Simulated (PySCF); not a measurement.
Work out the structure from these simulated measurements.

Formula: C6H15BN2.

| Quantity | Value |
| --- | --- |
| Dipole | 6.48 D [CAM-B3LYP/def2-SVPD] |
| Rotational structure | rotational constants A, B, C: 1.727, 1.250, 1.061 GHz [PBE0-D3(BJ)/def2-SVP] |
| UV, strongest line | among the 10 lowest singlet transitions: S10 at 8.42 eV (147 nm, f = 0.027) [TDDFT CAM-B3LYP/def2-SVPD] |
| Valence photoelectron | vertical ionisation energy: 9.62 eV [ΔSCF CAM-B3LYP/def2-SVPD] |
| Triplet | lowest triplet excitation (Tamm–Dancoff): 6.19 eV [TDA CAM-B3LYP/def2-SVPD] |
| 13C NMR | chemical shifts (computed TMS as zero) by class: 138.0 (1 C), 28.6 (1 C), 21.1 (1 C), 19.2 (1 C), 18.9 (1 C), 3.1 (1 C) ppm [GIAO PBE0/pcSseg-1] |

The electronic properties come from PySCF, for the isolated species, density fitting. Levels stand in brackets. The structure is a single PBE0-D3(BJ)/def2-SVP conformer in the gas phase; no vibrational or solvent corrections. Each NMR value is the plain mean over a class of atoms that symmetry, rotation or inversion makes alike.

Problem. What is the compound? Reason from the data.

Solution. Numbering: `[CH3:1][NH2+:2][B@-:3]([CH3:4])([C:5]#[N:6])[CH:7]([CH3:8])[CH3:9]`. 6 carbons fall into 6 classes; from least to most shielded: cyano carbon [C5] (138.0 ppm), N-methyl carbon [C1] (28.6 ppm), methyl carbon [C9] (21.1 ppm), sp3 carbon bound to boron [C7] (19.2 ppm), methyl carbon [C8] (18.9 ppm), sp3 carbon bound to boron [C4] (3.1 ppm). The first electron is taken from the HOMO, whose largest Löwdin shares are 0.27 on an sp3 carbon bound to boron, 0.20 on the four-coordinate boron, 0.09 on the cyano nitrogen and 0.07 on an sp3 carbon bound to boron. The optimised geometry has point group C1 and is an asymmetric top. Structure: `C[NH2+][B@-](C)(C#N)C(C)C`. The assignments are read from this structure; whether some other isomer fits the data as well wasn't checked. The mirror image fits equally.

Conformer computed: `[CH3:1][NH2+:2][B@-:3]([CH3:4])([C:5]#[N:6])[CH:7]([CH3:8])[CH3:9]`: C1–N2–B3–C4 60°, N2–B3–C7–C8 -68°.
